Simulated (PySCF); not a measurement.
## Energy of La⁺ (lanthanum, charge +1) between two integer charges

The 5d alpha orbital of [Xe] 5d2 is emptied in steps (occupation f), with all orbitals relaxed, ending at [Xe] 5d1. Computed with PySCF 2.14 in def2-TZVP with the def2 core potential (46 electrons), with a scalar-relativistic core potential. The exact energy is a straight line in f; departures are measured from the line between the end points of the same method.

| f | BHandHLYP (eV) | wB97X (eV) | HSE06 (eV) |
| --- | --- | --- | --- |
| 1 | 0.000 | 0.000 | 0.000 |
| 0.8 | -0.265 | -0.062 | -0.470 |
| 0.6 | -0.399 | -0.094 | -0.707 |
| 0.4 | -0.401 | -0.094 | -0.707 |
| 0.2 | -0.268 | -0.061 | -0.471 |
| 0 | 0.000 | 0.000 | 0.000 |

```
   method  E(f=0) − E(f=1) (eV)  −ε at f=1 (eV)  −ε at f=0.4 (eV)
BHandHLYP                11.069           9.421            11.397
    wB97X                10.821          10.436            10.904
    HSE06                11.274           8.346            11.863
```

Orbital energy along the path (eV):

```csv
f,BHandHLYP,wB97X,HSE06
1,-9.421,-10.436,-8.346
0.8,-10.069,-10.584,-9.505
0.6,-10.729,-10.742,-10.681
0.4,-11.397,-10.904,-11.863
0.2,-12.070,-11.056,-13.043
0,-12.751,-11.198,-14.207
```

Reference removal energy between the ground levels: 11.185 eV (measured; NIST Atomic Spectra Database, ionization energies). The calculation has no spin-orbit coupling.
